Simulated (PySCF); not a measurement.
The same groups moved round the core (butadiene chloro+silyl). All species are isolated molecules in the gas phase. One relaxed conformer stands for each flexible species; it need not be the lowest. Strings in code marks are SMILES.

Calculation: PBE-D3(BJ)/def2-TZVP // CAM-B3LYP-D3(BJ)/def2-TZVP run with PySCF. All candidates: neutral, multiplicity 1. Excitations are Tamm–Dancoff values on a coarser integration grid. The basis has no diffuse functions, so Rydberg states are missing or too high.

```yaml
LUMO: -2.47 eV
HOMO–LUMO gap: 3.71 eV
brightest of the four lowest singlets (TDA): 5.60 eV
```

Which member has these values?
A. `C=C/C([SiH3])=C\Cl` (C–C–C–Si torsion 0°)
B. `C=C/C(Cl)=C/[SiH3]` (C–C–C–Cl torsion 0°)
C. `C=C/C=C(\[SiH3])Cl` (C–C–C–C torsion 180°)
D. `[SiH3]/C=C/C=C\Cl` (C–C–C–C torsion 180°)

B, `C=C/C(Cl)=C/[SiH3]` (C–C–C–Cl torsion 0°). The others give `[SiH3]/C=C/C=C\Cl` (C–C–C–C torsion 180°): -2.38 eV, 3.57 eV, 5.07 eV; `C=C/C([SiH3])=C\Cl` (C–C–C–Si torsion 0°): -2.25 eV, 3.77 eV, 5.29 eV; `C=C/C=C(\[SiH3])Cl` (C–C–C–C torsion 180°): -2.30 eV, 3.59 eV, 5.24 eV
